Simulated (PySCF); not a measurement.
HO3, SMILES [O]OO, multiplicity 2. Atoms are numbered in the order given.

```xyz
4

O     -0.2832    -1.1506     0.0000
O      0.5016     0.2092     0.0000
H      0.4887    -1.7454     0.0000
O     -0.2795     1.1595     0.0000
```
Charge 0, spin multiplicity 2.

The structure is a stationary point at TPSSh-D3(BJ)/def2-TZVP. One conformer was computed; it need not be the lowest.

Computed with B3LYP/pcH-1 in PySCF.

Unrestricted Kohn–Sham, ⟨S²⟩ = 0.759. Hyperfine tensors hold the contact and dipolar terms, without spin-orbit corrections.

Estimate the hyperfine couplings. (Estimate from the structure and the level; the computed values follow.)


```tsv
nucleus	A(iso) (MHz)	A(iso) (G)	dipolar principal values (MHz)
17O no. 1	4.2	1.5	-29.0, -1.6, 30.6
17O no. 2	-17.1	-6.1	-151.0, 65.2, 85.8
1H no. 3	0.1	0.1	-6.9, -1.6, 8.5
17O no. 4	-44.1	-15.7	-205.7, 92.4, 113.3
```

And the g tensor (effective nuclear charges for spin-orbit coupling, GIAO)? (The exact figures need the calculation; the answer reports its results.)

principal values 2.0022, 2.0078, 2.0146; isotropic 2.0082.
